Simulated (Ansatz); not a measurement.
Total energies of Pd₃⁻ (the lowest doublet isomer of a short search) from Ansatz at PBE-D4/def2-TZVPD, gas phase (1 Eh = 27.2114 eV = 2625.5 kJ/mol). The reference geometry is relaxed at PBE0-D4/def2-TZVPD.

Cartesian coordinates in Å:
```
Pd 0.069 -1.043 1.042
Pd -1.271 0.254 -0.707
Pd 1.202 0.790 -0.335
```

```
            state                       geometry  energy (Eh)
charge -1 doublet                      reference   -383.87001
 charge 0 triplet                      reference   -383.80015
charge -1 quartet  relaxed at PBE0-D4/def2-TZVPD   -383.83606
```

In the def2 sets Pd takes a core potential; there is no spin–orbit coupling.

**Question.** Work out the vertical ionisation energy to the triplet.

**Answer.** E(charge 0 triplet) − E(charge -1 doublet) = -383.80015 − (-383.87001) = 0.06986 Eh = 1.90 eV. For comparison, −ε of the highest occupied level of the spin that leaves is -0.91 eV at this level, 2.81 eV less.

**Question.** Which of the charge -1 states is lowest, and how far above it are the others?

**Answer.** The doublet. quartet: -383.83606 − (-383.87001) = 0.03395 Eh = 89.1 kJ/mol.

At PBE-D4/def2-TZVPD the highest occupied level of the charge -1 doublet lies above zero (up to 0.91 eV). By energy differences its removal costs 1.90 eV (vertical, to the charge 0 triplet, at PBE-D4/def2-TZVPD); a positive level beside a positive removal energy at the same level points to self-interaction error. At PBE-D4/def2-TZVPD the highest occupied level of the charge -1 quartet lies above zero (up to 0.94 eV). It is a level of α spin, whose loss leaves a triplet; that state wasn't run at this geometry and level. The electron is either unbound and held by the finite basis, or the level is raised by self-interaction error. At PBE-D4/def2-TZVPD the gap within one spin of the charge 0 triplet nearly closes, so an electron or hole may be smeared out by delocalisation error. At PBE-D4/def2-TZVPD the gap within one spin of the charge -1 quartet nearly closes, so an electron or hole may be smeared out by delocalisation error. 

The structure comes from a short search, and lower isomers may exist.
